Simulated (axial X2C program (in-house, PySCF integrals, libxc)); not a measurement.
What spin–orbit coupling does to MoO⁺

All values were computed with an axial X2C code built on PySCF integrals. Spin-free means the one-electron spin-free X2C Hamiltonian; two-component (2c) means X2C with spin–orbit coupling and atomic mean-field two-electron Coulomb and Gaunt terms, so the difference of the two also holds small scalar two-electron terms. Basis: Mo dyall-v3z [11s12p9d3f2g], O dyall-v3z [6s5p2d1f] (cores contracted in-house); Gaussian nuclei, density fitting, unrestricted open shells. Masses: Mo 97.905 u, O 15.995 u.

Spin-free state: M_S = 3/2, Λ = 0 (beyond evenly filled blocks: σα, δ+α, δ-α); fragments Mo+ + O.

```json
{"level": "PBE0", "Re (Å)": "1.614", "ωe (cm⁻¹)": "1075.9", "De (eV)": "4.672", "μ (D)": "-3.56"}
{"level": "TPSS", "Re (Å)": "1.640", "ωe (cm⁻¹)": "1026.7", "De (eV)": "5.525", "μ (D)": "-3.41"}
{"level": "PBE50", "Re (Å)": "1.599", "ωe (cm⁻¹)": "1076.6", "De (eV)": "3.458", "μ (D)": "-3.94"}
```

Dipoles are positive if O is the positive end and refer to the centre of mass.

Two-component determinant lowest at the distance of the search:

Ω = 3/2 (⟨Sz⟩ = 1.50, ⟨Lz⟩ = 0.00 at PBE0); fragments Mo+ + O.

```
level  Re (Å)  ωe (cm⁻¹)  De (eV)  μ (D)
 PBE0   1.614     1074.4    4.659  -3.56
 TPSS   1.640     1025.5    5.511  -3.41
PBE50   1.600     1074.5    3.445  -3.94
```

(1) From the two tables, how do the constants change at the PBE0 level (2c against spin-free)?

Occupations by symmetry block were frozen at the best pattern of an incomplete PBE0 search. Dissociation energies refer to the lowest single-determinant-based atoms at the same level and basis. Density functionals use the spin component along the axis (collinear). The 2c atoms are single determinants rather than J levels; their spin–orbit lowering is only partly caught, and De is too large by that part. This holds for PBE0, TPSS, PBE50. PBE0 can misorder states that lie within some tenths of an eV, so this need not be the ground state of the molecule. The nearest other spin-free determinant of the search, M_S = 3/2, Λ = 1, lies 0.49 eV up at the distance of the search. Without a current term, density functionals place determinants with orbital angular momentum somewhat too high. With several unpaired electrons one determinant need not be a pure state. This is the top spin component of a Σ state; components of lower Ω are not single determinants and can lie lower. The determinant is spin-polarised beyond a pure state at some levels (its spin-free form has ⟨S²⟩ too high), which makes Re and μ there less reliable.

Answers

(1) At the PBE0 level Re is unchanged within 0.001 Å and ωe falls by 1.5 cm⁻¹; De is not compared, since the atomic limits differ or miss part of their spin–orbit lowering.
